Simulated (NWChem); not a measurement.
Molecule: CH7FN2Si; SMILES C([SiH](N)N)F

```xyz
12

N     -0.9644    -1.5978    -0.5796
Si     0.0148    -0.5843     0.4174
N      1.6197    -0.4456    -0.1844
C     -0.5037     1.2422     0.5864
F     -0.1382     1.9430    -0.5584
H     -1.0703    -1.4257    -1.5726
H     -1.7554    -2.1027    -0.1980
H     -0.1126    -1.1925     1.7793
H      1.8894     0.4328    -0.6127
H      2.1216    -1.2330    -0.5756
H     -0.0087     1.7130     1.4559
H     -1.5930     1.3516     0.7348
```
Atoms are numbered in this order, from 1.

All runs: NWChem. Pople sets run with spherical d functions. All runs use the structure optimised with PBE0/def2-SVP. Not confirmed as a minimum by frequencies. Total energies compare along this basis series because the functional is fixed.

```
level                    basis functions  energy (Ha)  highest occupied level (eV)  orbital gap (eV)  dipole (D)
-----------------------  ---------------  -----------  ---------------------------  ----------------  ----------
Hartree-Fock/STO-3G                   36    -532.6266                        -7.90             20.94        1.06
Hartree-Fock/3-21G                    63    -536.3667                       -10.26             16.32        1.63
Hartree-Fock/6-31G*                   88    -539.2299                       -10.42             15.52        1.48
Hartree-Fock/6-31+G*                 108    -539.2470                       -10.62             12.22        1.49
Hartree-Fock/6-311G**                140    -539.3417                       -10.55                 ?        1.46
Hartree-Fock/6-311++G**              167    -539.3508                       -10.66             11.78        1.49
```

Question: Some entries are withheld; supply them.

Answer: 
- Hartree-Fock/6-311G**, orbital gap (eV): 14.52
